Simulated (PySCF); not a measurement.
**How methods differ on the excitation energy of Co**

Co [Ar] 3d7 4s2 (4F) → Co [Ar] 3d6 4s2 4p1 (high-spin determinant), as a difference of total energies. Computed with PySCF 2.14 in def2-QZVPPD, with the non-relativistic Hamiltonian (point nucleus). Correlated levels: valence: [Ar] frozen; valence and next inner shell: [Ne] frozen. The calculations carry no spin-orbit coupling.

| method | excitation energy (eV) |
| --- | --- |
| UHF | 5.440 |
| LDA | 7.936 |
| PBE | 7.816 |
| PBE0 | 7.324 |
| r2SCAN | 7.528 |
| r2SCANh | 7.376 |
| B2PLYP | 7.324 |
| CAM-B3LYP | 7.498 |
| wB97M-V | 7.422 |
| SCS-MP2 (valence) | 7.063 |
| SCS-MP2 (valence and next inner shell) | 7.129 |

Estimate what MP2 (valence) gives.

6.924 eV, closest to SCS-MP2 (valence) among the rows shown.

Estimate what MP2 (valence and next inner shell) gives.

7.124 eV, closest to SCS-MP2 (valence and next inner shell) among the rows shown.

A first-order spin-orbit estimate (lowest level to lowest level, LS coupling) adds 0.053 eV.

The determinant of the upper state mixes LS terms, which raises its energy above the lowest term, most at the Hartree-Fock and MP2 levels.
